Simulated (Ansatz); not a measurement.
```yaml
crystal:
  periodic: [false, false, false]
  atoms:
    - {symbol: Xx, position_ang: [0.688806, -1.266435, 0.698782]}
    - {symbol: B, position_ang: [0.485083, 0.053757, 0.261171]}
    - {symbol: O, position_ang: [1.267271, 1.068996, 0.676693]}
    - {symbol: Si, position_ang: [-1.090907, 0.531338, -0.895458]}
    - {symbol: F, position_ang: [-0.637784, 1.140203, -2.256695]}
    - {symbol: F, position_ang: [-2.045686, 1.593173, -0.201775]}
    - {symbol: H, position_ang: [0.018794, -1.989356, 0.404764]}
    - {symbol: H, position_ang: [1.361310, -1.559194, 1.235219]}
    - {symbol: H, position_ang: [2.077536, 0.830528, 1.234845]}
    - {symbol: H, position_ang: [-1.974907, -0.591537, -1.240844]}
basis:
  gaussian: {orbitals: def2-TZVPD, point_charges: [{charge: 2.00, position_ang: [5.398, 0.195, 0.918]}]}
hamiltonian: {xc: {name: r2SCAN0}, dispersion: d3bj, pseudopotentials: {relativity: scalar}}
output: {forces: true}
```

```sh
$ ansatz run in.yaml --threads 4 --pin off --events-out ev --progress --plain --max-ram 10444MiB
```

Output, abridged:

```
Error: YAML parse error: error: line 4 column 16: `Xx` is not an element symbol (H … Og, case-exact)
 --> <input>:4:16
  |
2 |   periodic: [false, false, false]
3 |   atoms:
4 |     - {symbol: Xx, position_ang: [0.688806, -1.266435, 0.698782]}
  |                ^ `Xx` is not an element symbol (H … Og, case-exact)
5 |     - {symbol: B, position_ang: [0.485083, 0.053757, 0.261171]}
6 |     - {symbol: O, position_ang: [1.267271, 1.068996, 0.676693]}
  |
```

In this input an element symbol is wrong. The input was rejected before any iteration.
